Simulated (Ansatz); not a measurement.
Mulliken charges of `[SeH]C1OCS1` from ωB97M-V/def2-TZVPP in Ansatz (PBE0-D4/def2-TZVP geometry).

```
atom   x (Å)   y (Å)   z (Å)  charge (e)
 Se1   1.294  -0.594  -1.742      -0.054
  C2   0.726  -0.128   0.077      -0.038
  O3  -0.531  -0.622   0.471      -0.275
  C4  -1.253   0.598   0.482      -0.059
  S5   0.231   1.619   0.174      -0.062
  H6   1.821  -1.917  -1.370       0.054
  H7   1.513  -0.434   0.765       0.167
  H8  -1.988   0.653  -0.325       0.132
  H9  -1.723   0.778   1.450       0.136
```

**Question.** By hand: the dipole of these point charges (1 e Å = 4.8032 D).

**Answer.** Σ q r = (-0.038, 0.088, 0.130) e Å, of length 0.162 e Å = 0.78 D.

**Question.** How does the dipole of the full density compare? (Estimate.)

**Answer.** Computed: (-0.108, 0.005, 0.203) e Å, 1.10 D; the point charges give 0.71 times that, at 34° from its direction.

Point charges leave out the atoms' own dipoles, such as those of lone pairs, and Mulliken's split depends on the basis, so the two needn't agree.
